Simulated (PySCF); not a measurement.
Si(OMe)4 (C₄H₁₂O₄Si), SMILES CO[Si](OC)(OC)OC. Coordinates come from a B3LYP-D3(BJ)/def2-SVP optimisation. The isomer is the one that the SMILES or the coordinates give; other isomers of the formula were not compared. The values are those of a single conformer.

Task: Give the equilibrium geometry at B3LYP-D3(BJ)/def2-SVP (PySCF confirms it by a frequency run) as a Z-matrix, and its point group. (Estimate from the structure and the level; the computed values follow.)

Result: Several could match; the one computed here: point group S4.
```
Si
O 1 1.6462
C 2 1.4119 1 125.24
H 3 1.1011 2 108.65 1 169.88
H 3 1.1035 4 108.73 2 121.52
H 3 1.1050 4 108.24 5 117.38
O 1 1.6462 2 114.90 3 73.77
C 7 1.4119 1 125.24 2 73.77
H 8 1.1011 7 108.65 1 169.88
H 8 1.1035 9 108.73 7 121.52
H 8 1.1050 9 108.24 10 117.38
O 1 1.6462 2 106.83 3 -44.52
C 12 1.4119 1 125.24 2 167.95
H 13 1.1011 12 108.65 1 -169.88
H 13 1.1035 14 108.73 12 -121.52
H 13 1.1050 14 108.24 15 -117.38
O 1 1.6462 2 106.83 3 -167.95
C 17 1.4119 1 125.24 2 44.52
H 18 1.1011 17 108.65 1 -169.88
H 18 1.1035 19 108.73 17 -121.52
H 18 1.1050 19 108.24 20 -117.38
```
